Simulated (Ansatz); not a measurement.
CH₇NSiTe (`C[Te][SiH2]N`). Charge 0, multiplicity 1. Te takes the def2 core potential.

Z-matrix (Å, degrees):
```
C
Te 1 2.150
H 1 1.087 2 109.7
H 1 1.088 2 107.3 3 119.8
H 1 1.088 2 108.4 3 -121.2
Si 2 2.481 1 93.7 3 79.2
N 6 1.715 2 109.5 1 54.7
H 6 1.486 2 113.0 1 -62.3
H 6 1.491 2 103.8 1 -179.9
H 7 1.007 6 120.6 2 -151.5
H 7 1.007 6 121.2 2 57.9
```

**Question.** List the harmonic frequencies (cm⁻¹, unscaled) at PBE0-D4/def2-TZVP in Ansatz. (Estimate.)

**Answer.** The calculation gave: 71, 104, 117, 155, 265, 329, 364, 525, 541, 667, 799, 850, 857, 870, 906, 952, 1252, 1456, 1465, 1570, 2186, 2219, 3082, 3188, 3193, 3604, 3705.

**Question.** Is this a minimum?

**Answer.** Yes, all 27 modes are real.

**Question.** Give the ideal-gas thermochemistry at 298.15 K and 1 bar (rigid rotor, harmonic oscillator; point group C1, symmetry number 1).

**Answer.** Zero-point energy 211.1 kJ/mol; H(298) − E = 234.1 kJ/mol; entropy 372.9 J/(mol·K), of which translation 174.2, rotation 115.8, vibration 82.9; G(298) − E = 122.9 kJ/mol. Modes under 100 cm⁻¹ are hindered rotations or soft bends, so the harmonic entropy is rough.
